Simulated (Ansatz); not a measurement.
Geometry optimisation, RKS PBE0-D4/def2-SVP (Ansatz).

The input (input.yaml):

```yaml
crystal:
  periodic: [false, false, false]
  atoms:
    - { symbol: B, position_ang: [-0.012955, -0.422886, -0.405454] }
    - { symbol: F, position_ang: [-7.3e-05, -0.012347, 2.076389] }
    - { symbol: F, position_ang: [1.126004, 0.176833, -0.649498] }
    - { symbol: F, position_ang: [-1.130369, 0.140182, -0.792683] }
    - { symbol: H, position_ang: [-0.023347, -1.518442, 0.078847] }
    - { symbol: H, position_ang: [0.15214, -0.889239, 1.826599] }
basis:
  gaussian: { orbitals: def2-SVP }
hamiltonian:
  xc: pbe0
  dispersion: d4
relax:
  f_tol: 0.03
  max_steps: 50
```

Run as:

```bash
$ ansatz run input.yaml --threads 1 --pin off --max-ram 2048MiB --backend cpu --events-out ev --progress --plain --runs-dir out
```

Q: Where does it end, and by what steps?

A: The run converged. The force dipped under the threshold on the way, but the program's further checks kept it going. After 11 steps the energy has fallen by 0.069 eV; H6 moved furthest, 0.44 Å.

| step | energy less start (eV) | largest force component (eV/Å) | accepted |
| --- | --- | --- | --- |
| 0 | 0.0000 | 0.264 | yes |
| 1 | 0.0066 | 1.945 | no |
| 2 | -0.0182 | 0.715 | yes |
| 3 | -0.0214 | 1.039 | yes |
| 4 | 0.0248 | 2.292 | no |
| 5 | -0.0523 | 0.430 | yes |
| 6 | -0.0637 | 0.155 | yes |
| 7 | -0.0662 | 0.030 | yes |
| 8 | -0.0679 | 0.163 | yes |
| 9 | -0.0674 | 0.157 | no |
| 10 | -0.0686 | 0.014 | yes |
| 11 | -0.0689 | 0.027 | yes |

```xyz
6
Properties=species:S:1:pos:R:3
B -0.004 -0.445 -0.429
F -0.038 -0.023 1.822
F 1.131 0.192 -0.635
F -1.130 0.194 -0.670
H -0.006 -1.630 -0.210
H 0.159 -0.815 2.257
```

The run took 21 s on 1 thread of Arm Neoverse V1, with other jobs on the host, peak memory 0.12 GiB.
